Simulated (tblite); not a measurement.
C4H14N2Si2.
Structure used (GFN2-xTB), in Å, numbered top down from 1:
```
atom  x, y, z in Å
Si1    2.777    1.191    0.449
N2     1.424    0.143    0.588
C3     0.778   -0.470   -0.544
C4     0.020   -1.750   -0.129
C5    -1.458   -1.431   -0.412
N6    -1.542    0.013   -0.450
Si7   -2.223    0.920    0.839
C8    -0.340    0.413   -1.142
H9     2.548    2.457   -0.267
H10    3.790    0.429   -0.282
H11    3.151    1.467    1.834
H12    0.754    0.342    1.318
H13    1.553   -0.674   -1.286
H14    0.181   -1.936    0.933
H15    0.357   -2.622   -0.685
H16   -2.132   -1.845    0.336
H17   -1.743   -1.825   -1.396
H18   -2.169    2.308    0.389
H19   -1.563    0.823    2.158
H20   -3.582    0.399    0.978
H21   -0.454    0.195   -2.212
H22   -0.135    1.474   -1.016
```

Calculated harmonic vibrations of the isolated species, GFN2-xTB (tblite), most abundant isotopes, no scaling. This tight-binding method is rough: wavenumbers can miss measured ones by several per cent, in bad cases by 10 to 20. Modes of hydrogen on silicon can be 10 to 20 % off. One conformer, not necessarily the lowest.

Harmonic wavenumbers (cm⁻¹): 39.2, 70.1, 85.3, 104.5, 123.3, 219.1, 269.5, 299.0, 350.2, 413.1, 534.5, 541.3, 572.5, 593.7, 605.3, 612.5, 686.9, 740.1, 745.5, 753.2, 804.0, 819.7, 824.5, 838.0, 844.7, 873.0, 942.0, 960.8, 1005.3, 1029.5, 1065.7, 1106.1, 1123.6, 1161.3, 1185.1, 1198.1, 1216.8, 1261.1, 1281.3, 1288.4, 1308.3, 1327.5, 1393.5, 1476.7, 1479.2, 1495.1, 2123.5, 2165.0, 2256.6, 2267.5, 2284.3, 2286.9, 2885.3, 2888.9, 2961.0, 2996.9, 3010.6, 3014.0, 3018.0, 3431.7.

A = 2257, B = 876.0, C = 725.8 MHz; mass 146.070 u (most abundant isotopes); point group C1, symmetry number 1.

Problem. What is the zero-point energy?

Solution. Half the sum of the wavenumbers: 37629 cm⁻¹ = 107.59 kcal/mol.

Problem. What is S at 298.15 K and 1 bar for an ideal gas of classical rigid rotors and harmonic oscillators?

Solution. Translation 40.87, rotation 29.79, vibration 32.82: S = 103.5 cal/(mol K).

Problem. And Cp and H(298.15 K) − H(0)?

Solution. Cp = 43.54 cal/(mol K), of which vibrations give 35.59 (their classical limit is 60 R = 119.2); H(298.15 K) − H(0) = 7.49 kcal/mol without the zero-point energy, 5.12 from vibrations.

Problem. Blend soft modes into free rotors: weight 1/[1 + (100 cm⁻¹/ν̃)⁴] for the oscillator and the rest for a rotor with moment μB/(μ + B), μ = h/(8π²ν), B = 10⁻⁴⁴ kg m². What vibrational entropy results?

Solution. 29.73 cal/(mol K) in place of 32.82, which changes −T·S at 298.15 K by +0.92 kcal/mol.

Problem. What must be added to the electronic energy to get the Gibbs energy at 298.15 K and 1 bar?

Solution. ZPE + [H(298.15 K) − H(0)] − T·S = 107.59 + 7.49 − 30.85 = 84.23 kcal/mol.

Hindered rotation and anharmonicity are outside this model. Other conformers, if any are populated, would add a mixing term that is left out. The structure is chiral; the term R ln 2 for an equal mix with its mirror image is left out.
